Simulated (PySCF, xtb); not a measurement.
Ge(I)(OMe) (CH3GeIO), SMILES C[O][Ge][I] (connectivity only; charge and spin as stated), neutral, multiplicity 1.

GFN2-xTB (xtb) at its own geometry gives an orbital gap of 4.02 eV and a dipole moment of 6.41 D.

Geometry optimised at B3LYP-D3(BJ)/def2-SVP. The structure was generated by enumeration; whether it is a known compound was not checked. The def2 effective core potentials stand for the cores of I; spin–orbit coupling is left out. One conformer was computed; it need not be the lowest.

What does PBE/def2-TZVP in PySCF give? (The exact figures need the calculation; the answer reports its results.)

gap 3.07 eV (levels -6.25 and -3.18 eV), dipole 1.62 D.
